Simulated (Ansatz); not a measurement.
CH6OSSn can be A, `C[O][SnH2][SH]`, or B, `[CH3][SnH]([OH])[SH]`.

Computed with Ansatz on PBE0-D4/def2-TZVP structures; ΔE is electronic, products minus reactants. CCSD(T)/CBS adds triple-zeta CCSD(T) − MP2 to the extrapolated MP2 energy (def2 sets, frozen cores). DFT in def2-TZVPP. B3LYP here is the variant with VWN-RPA as its local correlation; programs differ in this. def2 core potentials past Kr. For Sn outer-core shells are correlated without core-valence functions, which leaves a few kJ/mol of doubt a bond. Each species was taken in one conformer, which may not be the lowest.

(1) Which isomer does CCSD(T)/CBS put lower? Give the gap. (An estimate is asked.)

(2) Give E(B) − E(A) in kcal/mol with CCSD/def2-TZVPP, B3LYP-D4, HF/def2-TZVPP, r2SCAN-D4, B3LYP, CCSD(T)/def2-TZVPP, PBE-D4. (Best estimate.)

Largest T1 diagnostic: 0.013.

Results:

(1) The calculation gave: B, by 25.3 kcal/mol.

(2) The calculation gave: CCSD/def2-TZVPP -23.8, B3LYP-D4 -22.6, HF/def2-TZVPP -20.4, r2SCAN-D4 -23.8, B3LYP -22.4, CCSD(T)/def2-TZVPP -24.2, PBE-D4 -23.3. None reverses the order clearly.

In def2-TZVPP, CCSD(T) changes the Hartree–Fock value by −3.8 kcal/mol (the triples alone add −0.4 kcal/mol) and MP2 by −6.2 kcal/mol.
